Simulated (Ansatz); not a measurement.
Steps of a relaxation of C₂H₉AlNP, SMILES `CN(P)[CH2][AlH2]` with RKS PBE0-D4/def2-TZVP.

```sh
$ ansatz run in.yaml --threads 4 --pin off --events-out ev --progress --plain --max-ram 10444MiB
```

```yaml
crystal:
  periodic: [false, false, false]
  atoms:
    - {symbol: C, position_ang: [-1.278119, 0.520282, 1.408174]}
    - {symbol: N, position_ang: [-0.226610, 0.305590, 0.421869]}
    - {symbol: P, position_ang: [1.308471, -0.187984, 1.150680]}
    - {symbol: C, position_ang: [-0.589186, -0.569294, -0.704700]}
    - {symbol: Al, position_ang: [0.949909, -0.408689, -1.972815]}
    - {symbol: H, position_ang: [-0.943647, 1.242209, 2.183906]}
    - {symbol: H, position_ang: [-1.622191, -0.413291, 1.923877]}
    - {symbol: H, position_ang: [-2.158773, 0.966524, 0.900573]}
    - {symbol: H, position_ang: [1.819249, 1.132351, 1.477941]}
    - {symbol: H, position_ang: [2.050664, -0.199110, -0.121155]}
    - {symbol: H, position_ang: [-0.847656, -1.617848, -0.396597]}
    - {symbol: H, position_ang: [-1.510589, -0.157284, -1.177895]}
    - {symbol: H, position_ang: [1.324833, 1.055189, -2.509197]}
    - {symbol: H, position_ang: [1.710745, -1.697945, -2.555861]}
basis:
  gaussian: {orbitals: def2-TZVP}
hamiltonian: {xc: pbe0, dispersion: d4}
relax: {f_tol: 0.005, max_steps: 150}
```

Positions (Å) and forces (eV/Å) along the path, 9 of 9 steps:

```xyz
14
step=1 energy=-19586.0768 eV
C    -1.278    0.520    1.408   -0.248    0.020    0.202
N    -0.227    0.306    0.422    0.398   -0.276    0.326
P     1.308   -0.188    1.151   -0.453    0.606   -0.653
C    -0.589   -0.569   -0.705   -0.295   -0.153   -0.002
Al    0.950   -0.409   -1.973   -0.051    0.002    0.020
H    -0.944    1.242    2.184   -0.127   -0.362   -0.388
H    -1.622   -0.413    1.924    0.226    0.443   -0.288
H    -2.159    0.967    0.901    0.449   -0.219    0.217
H     1.819    1.132    1.478   -0.185   -0.415   -0.123
H     2.051   -0.199   -0.121   -0.157    0.000    0.381
H    -0.848   -1.618   -0.397    0.158    0.551   -0.104
H    -1.511   -0.157   -1.178    0.428   -0.164    0.252
H     1.325    1.055   -2.509   -0.048   -0.185    0.074
H     1.711   -1.698   -2.556   -0.095    0.152    0.086
14
step=2 energy=-19586.1340 eV
C    -1.270    0.515    1.399   -0.098    0.020    0.090
N    -0.224    0.323    0.411    0.357   -0.204    0.192
P     1.288   -0.186    1.133   -0.319    0.360   -0.303
C    -0.588   -0.557   -0.703   -0.138   -0.055   -0.045
Al    0.943   -0.409   -1.963   -0.052   -0.004    0.026
H    -0.938    1.220    2.174   -0.046   -0.104   -0.109
H    -1.593   -0.421    1.894    0.076    0.135   -0.096
H    -2.145    0.955    0.903    0.133   -0.065    0.073
H     1.792    1.120    1.458   -0.023   -0.171   -0.003
H     2.045   -0.199   -0.112   -0.065   -0.009    0.132
H    -0.838   -1.588   -0.381    0.051    0.167   -0.034
H    -1.504   -0.152   -1.166    0.138   -0.064    0.059
H     1.320    1.042   -2.492   -0.002   -0.024    0.003
H     1.698   -1.693   -2.527   -0.013    0.018    0.016
14
step=3 energy=-19586.1445 eV
C    -1.265    0.512    1.397   -0.026    0.012    0.000
N    -0.222    0.328    0.407    0.119   -0.029    0.061
P     1.275   -0.170    1.126   -0.107   -0.026   -0.050
C    -0.589   -0.551   -0.705    0.015    0.018   -0.015
Al    0.937   -0.411   -1.963    0.009   -0.006   -0.001
H    -0.936    1.209    2.172    0.005    0.015    0.020
H    -1.579   -0.426    1.881    0.001   -0.026    0.008
H    -2.138    0.950    0.907   -0.025    0.012   -0.003
H     1.792    1.114    1.470    0.001    0.034   -0.011
H     2.036   -0.191   -0.106    0.020    0.005    0.000
H    -0.834   -1.576   -0.379    0.004   -0.021    0.012
H    -1.500   -0.151   -1.166   -0.017    0.014   -0.006
H     1.321    1.033   -2.497    0.000    0.008   -0.011
H     1.689   -1.698   -2.516    0.002   -0.010   -0.003
14
step=4 energy=-19586.1452 eV
C    -1.266    0.511    1.399   -0.015    0.002    0.004
N    -0.221    0.328    0.411    0.005   -0.012   -0.003
P     1.271   -0.171    1.126    0.002    0.010    0.010
C    -0.586   -0.548   -0.705   -0.012    0.012   -0.006
Al    0.940   -0.412   -1.964    0.007   -0.001   -0.006
H    -0.938    1.206    2.178    0.002    0.000    0.002
H    -1.579   -0.429    1.881    0.000   -0.005    0.001
H    -2.140    0.950    0.910    0.000    0.000    0.000
H     1.788    1.116    1.465    0.010    0.004    0.010
H     2.037   -0.191   -0.103    0.004   -0.003   -0.012
H    -0.832   -1.573   -0.380   -0.001   -0.007    0.002
H    -1.497   -0.145   -1.166   -0.002    0.000   -0.002
H     1.322    1.031   -2.506    0.002   -0.001   -0.004
H     1.690   -1.703   -2.515   -0.002    0.000    0.004
14
step=5 energy=-19586.1453 eV
C    -1.267    0.509    1.400   -0.003   -0.002    0.004
N    -0.221    0.328    0.412   -0.006   -0.002   -0.006
P     1.272   -0.169    1.125    0.008    0.002    0.008
C    -0.587   -0.545   -0.706   -0.005    0.008    0.001
Al    0.941   -0.412   -1.965    0.002   -0.002   -0.002
H    -0.939    1.203    2.180    0.000   -0.002    0.000
H    -1.580   -0.432    1.880    0.000    0.000   -0.001
H    -2.140    0.949    0.912    0.002   -0.001    0.000
H     1.789    1.118    1.466    0.002    0.000    0.000
H     2.037   -0.189   -0.104   -0.002    0.001   -0.003
H    -0.833   -1.571   -0.383    0.000   -0.001   -0.001
H    -1.497   -0.142   -1.167    0.001    0.000    0.000
H     1.324    1.028   -2.512    0.001   -0.002   -0.002
H     1.689   -1.706   -2.510    0.000    0.000    0.003
14
step=6 energy=-19586.1455 eV
C    -1.268    0.505    1.403    0.008   -0.006    0.000
N    -0.222    0.330    0.413   -0.012    0.004   -0.008
P     1.273   -0.165    1.124    0.012   -0.002    0.001
C    -0.588   -0.539   -0.708    0.000    0.003    0.005
Al    0.941   -0.413   -1.966    0.005   -0.002    0.006
H    -0.940    1.196    2.187   -0.001   -0.003   -0.002
H    -1.579   -0.439    1.879    0.000    0.003   -0.002
H    -2.142    0.947    0.917    0.001   -0.001    0.001
H     1.791    1.122    1.466   -0.005   -0.003   -0.005
H     2.036   -0.184   -0.107   -0.005    0.003    0.006
H    -0.837   -1.566   -0.387    0.000    0.004   -0.002
H    -1.497   -0.132   -1.169    0.002    0.001    0.002
H     1.328    1.022   -2.525   -0.002   -0.001   -0.001
H     1.690   -1.712   -2.498   -0.002    0.000    0.000
14
step=7 energy=-19586.1454 eV rejected
C    -1.269    0.500    1.407    0.015   -0.004   -0.001
N    -0.222    0.333    0.416   -0.005    0.005    0.004
P     1.275   -0.160    1.125   -0.007   -0.007   -0.003
C    -0.587   -0.531   -0.710    0.017   -0.004    0.012
Al    0.947   -0.416   -1.963   -0.026   -0.003   -0.021
H    -0.943    1.185    2.195   -0.002    0.000    0.001
H    -1.579   -0.448    1.875   -0.001    0.001   -0.001
H    -2.143    0.943    0.923   -0.004    0.001    0.000
H     1.792    1.127    1.466   -0.007    0.001   -0.006
H     2.036   -0.176   -0.108    0.002    0.003    0.000
H    -0.842   -1.557   -0.393   -0.002    0.003    0.001
H    -1.493   -0.119   -1.172    0.002    0.003   -0.003
H     1.330    1.012   -2.543    0.008   -0.001    0.010
H     1.686   -1.722   -2.488    0.008    0.002    0.007
14
step=8 energy=-19586.1455 eV
C    -1.268    0.502    1.405    0.007   -0.002   -0.001
N    -0.223    0.332    0.414   -0.005    0.001   -0.003
P     1.274   -0.162    1.123    0.003   -0.001    0.000
C    -0.588   -0.534   -0.709    0.002    0.000    0.003
Al    0.943   -0.415   -1.966    0.000    0.000    0.003
H    -0.941    1.189    2.191   -0.001   -0.001    0.000
H    -1.578   -0.444    1.877    0.000    0.001   -0.001
H    -2.143    0.944    0.921   -0.001    0.000    0.001
H     1.791    1.125    1.464   -0.002   -0.001   -0.002
H     2.036   -0.179   -0.109   -0.002    0.002    0.002
H    -0.841   -1.561   -0.390   -0.001    0.002    0.000
H    -1.496   -0.125   -1.171    0.000    0.001   -0.001
H     1.332    1.017   -2.531    0.000   -0.001   -0.001
H     1.689   -1.718   -2.490   -0.001    0.001   -0.001
14
step=9 energy=-19586.1455 eV
C    -1.268    0.499    1.407    0.003    0.000   -0.001
N    -0.223    0.334    0.414    0.000   -0.001    0.001
P     1.274   -0.159    1.122   -0.002   -0.001    0.001
C    -0.589   -0.531   -0.710    0.003   -0.001    0.001
Al    0.944   -0.417   -1.965    0.000    0.000   -0.003
H    -0.942    1.184    2.195    0.000    0.000    0.000
H    -1.577   -0.449    1.875    0.000    0.000    0.000
H    -2.144    0.942    0.925   -0.001    0.000    0.001
H     1.790    1.129    1.463    0.000    0.000    0.000
H     2.036   -0.173   -0.110    0.001    0.001   -0.001
H    -0.844   -1.556   -0.392    0.000    0.001    0.000
H    -1.494   -0.118   -1.173    0.000    0.000   -0.001
H     1.337    1.011   -2.537   -0.001    0.001    0.002
H     1.688   -1.723   -2.486   -0.001   -0.001    0.001
```

Run time 30 s (4 threads of an Intel Xeon Platinum 8488C on a shared host); peak host memory 0.68 GiB.
